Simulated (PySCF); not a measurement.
CoO (SMILES [O]=[Co]), quartet (typed; the unrestricted solution is spin-contaminated), geometry from GFN2-xTB (such geometries of metal compounds can be far from the true shape). Base run: DF-CAMB3LYP/def2-SV(P) (PySCF).

The PySCF input:
```python
from pyscf import gto, scf, dft

mol = gto.M(
    atom='''
Co   -0.000000   -0.000000   -0.352245
O     0.000000    0.000000    1.188828
''',
    basis='def2-sv(p)',
    charge=0,
    spin=3,
    verbose=4,
)

mf = dft.UKS(mol)
mf.xc = 'camb3lyp'
mf = mf.density_fit(auxbasis='def2-universal-jkfit')
mf.kernel()
```

The base run was repeated with changes; each row names its change, and settings that it needs were set with it.

```
change               basis functions       E (Eh)  HOMO (eV)  dipole (D)        outcome
-------------------  ---------------  -----------  ---------  ----------  -------------
base                              38  -1457.70840      -7.13        4.13      converged
basis = LANL2DZ                   31   -220.02032      -7.91        5.37      converged
basis = 6-31G                     36  -1457.70531      -6.88        5.09      converged
basis = pcseg-1                   45            -          -           -  not converged
basis = def2-SVP                  45  -1457.71047      -7.13        4.14      converged
basis = 6-31G*                    48  -1457.72498      -6.85        4.82      converged
basis = aug-pcseg-1               70  -1457.73371      -7.96        5.34      converged
basis = aug-cc-pVDZ               82  -1458.01128      -7.98        5.27      converged
basis = pc-2                      86  -1458.04061      -7.99        5.25      converged
basis = def2-TZVPD                88  -1458.00643      -8.01        5.25      converged
basis = def2-TZVPP                95  -1458.00825      -8.00        5.14      converged
basis = cc-pVTZ                   98  -1458.03493      -8.02        5.04      converged
basis = aug-cc-pVTZ              139  -1458.03843      -8.10        5.21      converged
```

Totals compare only among sets that treat the same electrons; sets with core potentials leave the core out.

Open shells are given as the SCF converged; they aren't shown to be the lowest states, and a large step between rows can be another state.
